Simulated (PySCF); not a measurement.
C4H2F2O2, SMILES O=C1COC(F)=C1F. Geometry optimised at B3LYP-D3(BJ)/def2-SVP. This is a generated structure with no PubChem entry under its InChIKey; it may be hypothetical. The values are those of a single conformer.

Give the equilibrium geometry at B3LYP-D3(BJ)/def2-SVP (PySCF confirms it by a frequency run) as a Z-matrix, and its point group. (An estimate is asked for; the answer gives what the named calculation found.)

One answer among several that fit: point group Cs.
```
C
O 1 1.2094
C 1 1.4560 2 131.00
F 3 1.3261 1 126.19 2 0.00
C 3 1.3590 4 126.38 1 180.00
F 5 1.3018 3 128.71 4 0.00
O 5 1.3272 6 114.94 3 180.00
C 7 1.4468 5 106.59 6 180.00
H 8 1.0997 7 108.63 5 120.39
H 8 1.0997 9 109.65 7 -118.58
```
